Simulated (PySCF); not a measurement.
Molecule: `InChI=1S/C6H6OS/c1-5(7)6-3-2-4-8-6/h2-4H,1H3`.

Structure with atom numbers: `[CH3:1][C:2](=[O:3])[c:4]1[cH:5][cH:6][cH:7][s:8]1` (H(Xn): hydrogen on atom n).

Geometry PBE0-D3(BJ)/def2-SVP throughout; GIAO in PySCF 2.14, gas phase, one conformer, non-relativistic; equivalent atoms averaged; basis pcSseg-1.

Question: How do the shifts δ (against TMS, H2O, CS2 at the same level) depend on the functional? (a selection of nuclei; ppm; last column core-seconds on shared hosts with different chips, so compare them loosely; the GGAs took longer than the global hybrids here, which isn't the general rule, and the cause wasn't traced)

Answer: 
```tsv
functional	kind	C4	C7	C5	C6	O3	S8	H(C5)	H(C7)	H(C1)	core-s
HF	Hartree–Fock	147.1	146.0	143.8	132.0	611.2	169.3	8.50	7.55	2.43	11
PBE	GGA	146.2	134.5	134.1	130.9	623.5	235.3	7.95	7.09	2.43	70
BLYP	GGA	148.4	136.1	134.7	131.2	624.2	246.8	7.87	6.99	2.39	70
KT3	GGA	135.3	125.1	124.4	121.2	569.5	209.4	7.88	7.01	2.35	70
PBE0	global hybrid	148.4	138.7	137.8	132.7	629.6	219.3	8.13	7.26	2.44	21
mPW1PW91	global hybrid	148.6	139.0	138.1	132.8	628.1	220.4	8.12	7.25	2.44	33
B97-2	global hybrid	145.0	135.7	134.8	129.8	609.4	217.5	8.07	7.21	2.43	38
CAM-B3LYP	range-separated hybrid	153.5	143.7	141.5	135.3	639.1	229.5	8.10	7.25	2.40	40
wB97X-D	range-separated hybrid	150.3	141.1	139.6	133.5	626.6	221.0	8.12	7.31	2.43	50
```

Question: Which nucleus among those listed moves most, in ppm?

Answer: S8 (aromatic ring sulfur): from 169.3 ppm with HF to 246.8 ppm with BLYP. The smallest spread is 0.09 ppm, at H(C1). Proton shifts span only some 12 ppm, so a few tenths of a ppm matter as much there as several ppm in carbon.
